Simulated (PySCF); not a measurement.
A structure optimised at PBE-D3(BJ)/def2-SVP, used in a PySCF frequency run:

```xyz
9

C      0.9758     2.3281     0.0000
C      0.3561     1.2705     0.0000
C     -0.3661     0.0442     0.0000
F     -1.7212     0.1642     0.0000
C      0.2071    -1.1560     0.0000
C      0.8010    -2.3279     0.0000
H      1.5228     3.2607     0.0000
H      1.0623    -2.8458    -0.9415
H      1.0623    -2.8458     0.9415
```

Question: Write its SMILES, formula and point group.

Answer: C#CC(F)=C=C, C₅H₃F, Cs

Question: What are its rotational constants (standard atomic weights)?

Answer: 5.9370, 2.5927, 1.8280 GHz
